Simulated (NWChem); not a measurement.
Program: NWChem. System: C$_{2}$H$_{5}$N, charge 0, spin multiplicity 1, displaced from the optimised geometry. Level: B3LYP/def2-TZVP, VWN1-RPA local correlation.

The NWChem input:

```
start mol
memory heap 200 mb stack 900 mb global 1100 mb
geometry units angstroms nocenter noautoz
  C     -1.123866     0.352132     0.000000
  N      0.036113    -0.555707     0.000000
  C      1.221544    -0.048281     0.000000
  H     -1.763955     0.136592    -0.900038
  H     -1.763955     0.136592     0.900038
  H     -0.854904     1.452156     0.000000
  H      1.426689     1.066387     0.000000
  H      2.117263    -0.724886     0.000000
  symmetry group Cs
end
basis spherical
  * library def2-tzvp
end
dft
  xc b3lyp
  semidirect memsize 60000000 filesize 0
  iterations 100
  cgmin
end
task dft gradient
```

Output (cleaned and shortened):

```
             Northwest Computational Chemistry Package (NWChem) 7.3.0
             --------------------------------------------------------

                                NWChem Input Module
                                -------------------

 Scaling coordinates for geometry "geometry" by  1.889725989
 (inverse scale =  0.529177249)

 Turning off AUTOSYM since
 SYMMETRY directive was detected!

                             Geometry "geometry" -> ""
                             -------------------------

 Output coordinates in angstroms (scale by  1.889725989 to convert to a.u.)

  No.       Tag          Charge          X              Y              Z
 ---- ---------------- ---------- -------------- -------------- --------------
    1 C                    6.0000    -1.12386600     0.35213200     0.00000000
    2 N                    7.0000     0.03611300    -0.55570700     0.00000000
    3 C                    6.0000     1.22154400    -0.04828100     0.00000000
    4 H                    1.0000    -1.76395500     0.13659200    -0.90003800
    5 H                    1.0000    -1.76395500     0.13659200     0.90003800
    6 H                    1.0000    -0.85490400     1.45215600     0.00000000
    7 H                    1.0000     1.42668900     1.06638700     0.00000000
    8 H                    1.0000     2.11726300    -0.72488600     0.00000000

 Effective nuclear repulsion energy (a.u.)      70.5694852576

            Nuclear Dipole moment (a.u.)
            ----------------------------
        X                 Y               Z
 ---------------- ---------------- ----------------
    -0.0000056692    -0.0000037795     0.0000000000

      Symmetry information
      --------------------

 Group name             Cs
 Group number              2
 Group order               2
 No. of unique centers     7

      Symmetry unique atoms

     1    2    3    4    6    7    8


 Summary of "ao basis" -> "" (spherical)
 ------------------------------------------------------------------------------
       Tag                 Description            Shells   Functions and Types
 ---------------- ------------------------------  ------  ---------------------
 *                         def2-tzvp                  on all atoms

                                 NWChem DFT Module
                                 -----------------

 Summary of "ao basis" -> "ao basis" (spherical)
 ------------------------------------------------------------------------------
       Tag                 Description            Shells   Functions and Types
 ---------------- ------------------------------  ------  ---------------------
 C                         def2-tzvp                11       31   5s3p2d1f
 N                         def2-tzvp                11       31   5s3p2d1f
 H                         def2-tzvp                 4        6   3s1p

 Summary of "ao basis" -> "ao basis" (spherical)
 ------------------------------------------------------------------------------
       Tag                 Description            Shells   Functions and Types
 ---------------- ------------------------------  ------  ---------------------
 C                         def2-tzvp                11       31   5s3p2d1f
 N                         def2-tzvp                11       31   5s3p2d1f
 H                         def2-tzvp                 4        6   3s1p

      Symmetry analysis of basis
      --------------------------

        a'         84
        a"         39

            General Information
[...]
   Bfn.  Coefficient  Atom+Function         Bfn.  Coefficient  Atom+Function
  ----- ------------  ---------------      ----- ------------  ---------------
    38      0.367034  2 N  py                41      0.298262  2 N  py
    44      0.241545  2 N  py                35     -0.177477  2 N  s
   114     -0.174400  7 H  s                 36     -0.167577  2 N  s

 Vector   13  Occ=0.000000D+00  E=-2.806906D-02  Symmetry=a"
              MO Center=  7.1D-01, -1.7D-01, -5.4D-16, r^2= 2.4D+00
   Bfn.  Coefficient  Atom+Function         Bfn.  Coefficient  Atom+Function
  ----- ------------  ---------------      ----- ------------  ---------------
    76      0.559185  3 C  pz                45     -0.488254  2 N  pz
    39     -0.325676  2 N  pz                70      0.308832  3 C  pz
    73      0.288677  3 C  pz                42     -0.256077  2 N  pz
    96     -0.184945  4 H  s                102      0.184945  5 H  s

 Vector   14  Occ=0.000000D+00  E= 4.519006D-02  Symmetry=a'
              MO Center= -6.6D-01,  6.9D-01,  1.7D-15, r^2= 6.8D+00
   Bfn.  Coefficient  Atom+Function         Bfn.  Coefficient  Atom+Function
  ----- ------------  ---------------      ----- ------------  ---------------
     5      3.775790  1 C  s                 96     -1.522245  4 H  s
   102     -1.522245  5 H  s                108     -1.486284  6 H  s
   114     -0.823406  7 H  s                120     -0.724406  8 H  s
    74      0.609150  3 C  px                43      0.418186  2 N  px
    75      0.259941  3 C  py                12     -0.240051  1 C  px

 Vector   15  Occ=0.000000D+00  E= 7.135761D-02  Symmetry=a'
              MO Center=  5.5D-01,  5.0D-01, -2.1D-15, r^2= 7.8D+00
   Bfn.  Coefficient  Atom+Function         Bfn.  Coefficient  Atom+Function
  ----- ------------  ---------------      ----- ------------  ---------------
    67      2.648054  3 C  s                  5     -2.323080  1 C  s
   114     -1.884922  7 H  s                 96      1.277936  4 H  s
   102      1.277936  5 H  s                120     -1.150867  8 H  s
    43     -0.502676  2 N  px                66      0.486494  3 C  s
    13      0.416251  1 C  py                75      0.317241  3 C  py

            General Information
            -------------------
          SCF calculation type: DFT
          Wavefunction type:  closed shell.
          No. of atoms     :     8
          No. of electrons :    24
           Alpha electrons :    12
            Beta electrons :    12
          Charge           :     0
          Spin multiplicity:     1
          Use of symmetry is: on ; symmetry adaption is: on
          Maximum number of iterations: 100
          AO basis - number of functions:   123
                     number of shells:    53
          Convergence on energy requested:  1.00D-06
          Convergence on density requested:  1.00D-05
          Convergence on gradient requested:  5.00D-04

              XC Information
              --------------
                         B3LYP Method XC Potential
                     Hartree-Fock (Exact) Exchange  0.200
                        Slater Exchange Functional  0.800 local
                    Becke 1988 Exchange Functional  0.720 non-local
              Lee-Yang-Parr Correlation Functional  0.810
                  VWN I RPA Correlation Functional  0.190 local

             Grid Information
             ----------------
          Grid used for XC integration:  medium
          Radial quadrature: Mura-Knowles
          Angular quadrature: Lebedev.
          Tag              B.-S. Rad. Rad. Pts. Rad. Cut. Ang. Pts.
          ---              ---------- --------- --------- ---------
          C                   0.70       49          10.0       434
          N                   0.65       49           8.0       434
          H                   0.35       45          11.0       434
          Grid pruning is: on
          Number of quadrature shells:   327
          Spatial weights used:  Erf1

          Convergence Information
          -----------------------
          Convergence aids based upon iterative change in
          total energy or number of iterations.
          Levelshifting, if invoked, occurs when the
          HOMO/LUMO gap drops below (HL_TOL):  1.00D-02
          DIIS, if invoked, will attempt to extrapolate
          using up to (NFOCK): 10 stored Fock matrices.

                    Damping( 0%)  Levelshifting(0.5)       DIIS
                  --------------- ------------------- ---------------
          dE  on:    start            ASAP                start
          dE off:    2 iters        100 iters           100 iters

      Screening Tolerance Information
      -------------------------------
          Density screening/tol_rho:  1.00D-10
          AO Gaussian exp screening on grid/accAOfunc:  14
          CD Gaussian exp screening on grid/accCDfunc:  20
          XC Gaussian exp screening on grid/accXCfunc:  20
          Schwarz screening/accCoul:  1.00D-08

                            NWChem DFT Gradient Module
                            --------------------------

  charge          =   0.00
  wavefunction    = closed shell

  Using symmetry

                         DFT ENERGY GRADIENTS

    atom               coordinates                        gradient
                 x          y          z           x          y          z
   1 C      -2.123799   0.665433   0.000000    0.005301  -0.004624   0.000000
   2 N       0.068244  -1.050134   0.000000   -0.024732  -0.021291   0.000000
   3 C       2.308383  -0.091238   0.000000    0.018287   0.004521   0.000000
   4 H      -3.333392   0.258121  -1.700825   -0.012430  -0.002924  -0.015039
   5 H      -3.333392   0.258121   1.700825   -0.012430  -0.002924   0.015039
   6 H      -1.615534   2.744177   0.000000    0.003369   0.019000   0.000000
   7 H       2.696051   2.015179   0.000000    0.004493   0.019715   0.000000
   8 H       4.001047  -1.369836   0.000000    0.018143  -0.011473   0.000000

                 ----------------------------------------
                 |  Time  |  1-e(secs)   |  2-e(secs)   |
                 ----------------------------------------
                 |  CPU   |       0.01   |       4.09   |
                 ----------------------------------------
                 |  WALL  |       0.01   |       4.09   |
                 ----------------------------------------

 Task  times  cpu:       11.1s     wall:       11.1s

 Total times  cpu:       11.1s     wall:       11.1s
```
